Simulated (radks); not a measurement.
All-electron atom: Hg I in [Xe] 4f13.5 5d9 6s2 6p1.5 (fractional occupations, a model configuration).

Method: scalar-relativistic Kohn-Sham, PBE, spin-polarised, spherical densities, finite nucleus; open shells are filled with parallel spins first (spin-orbit coupling, left out, can overturn this in heavy ions); Fermi nuclear charge, rms radius 5.4648 fm; computed with a radial shooting solver on a logarithmic mesh with Libxc functionals.

Energy parts (hartree):
| part | energy |
|---|---|
| total | -19615.7194 |
| kinetic | 22006.9131 |
| electron-nucleus | -48818.9519 |
| Hartree | 7565.7699 |
| exchange-correlation | -369.4505 |

Orbitals (lengths in bohr, moments of r in powers of bohr; r(max) is where P^2 peaks):
| orbital | occ. | eigenvalue (hartree) | r(max) | <r> | <r^2> |
|---|---|---|---|---|---|
| 1s up | 1 | -3055.723 | 0.01023 | 0.01659 | 0.0003809 |
| 1s down | 1 | -3055.723 | 0.01023 | 0.01659 | 0.0003809 |
| 2s up | 1 | -542.0915 | 0.05916 | 0.06994 | 0.005798 |
| 2s down | 1 | -542.0876 | 0.05915 | 0.06994 | 0.005798 |
| 2p up | 3 | -467.7009 | 0.04906 | 0.06329 | 0.004898 |
| 2p down | 3 | -467.6975 | 0.04906 | 0.06329 | 0.004898 |
| 3s up | 1 | -129.1202 | 0.1668 | 0.1807 | 0.03735 |
| 3s down | 1 | -129.1042 | 0.1668 | 0.1807 | 0.03734 |
| 3p up | 3 | -107.6150 | 0.1664 | 0.1822 | 0.03848 |
| 3p down | 3 | -107.5985 | 0.1664 | 0.1821 | 0.03848 |
| 3d up | 5 | -84.94145 | 0.1355 | 0.1650 | 0.03188 |
| 3d down | 5 | -84.92749 | 0.1355 | 0.1650 | 0.03187 |
| 4s up | 1 | -28.82455 | 0.3755 | 0.3988 | 0.1795 |
| 4s down | 1 | -28.79676 | 0.3756 | 0.3989 | 0.1795 |
| 4p up | 3 | -21.75896 | 0.3955 | 0.4247 | 0.2049 |
| 4p down | 3 | -21.73239 | 0.3955 | 0.4248 | 0.2050 |
| 4d up | 5 | -13.36615 | 0.4022 | 0.4476 | 0.2313 |
| 4d down | 5 | -13.33968 | 0.4023 | 0.4476 | 0.2313 |
| 5s up | 1 | -4.72829 | 0.8236 | 0.8941 | 0.8960 |
| 5s down | 1 | -4.69938 | 0.8234 | 0.8938 | 0.8954 |
| 4f up | 7 | -4.06601 | 0.3652 | 0.4779 | 0.2748 |
| 4f down | 6.5 | -4.03793 | 0.3653 | 0.4780 | 0.2748 |
| 5p up | 3 | -2.79968 | 0.9209 | 1.025 | 1.185 |
| 5p down | 3 | -2.76931 | 0.9206 | 1.024 | 1.184 |
| 5d up | 5 | -0.63910 | 1.133 | 1.399 | 2.295 |
| 5d down | 4 | -0.60636 | 1.132 | 1.396 | 2.282 |
| 6s up | 1 | -0.39560 | 2.086 | 2.463 | 6.901 |
| 6s down | 1 | -0.35695 | 2.077 | 2.461 | 6.902 |
| 6p up | 1.5 | -0.12172 | 2.833 | 3.577 | 14.95 |
| 6p down | 0 | -0.08393 | 2.845 | 3.644 | 15.59 |

The highest occupied level is 6p up at -3.312 eV. Summed over all electrons, <r^2> = 74.01 bohr^2, which gives a Langevin (diamagnetic) susceptibility term of -58.6 x 10^-6 cm^3/mol.
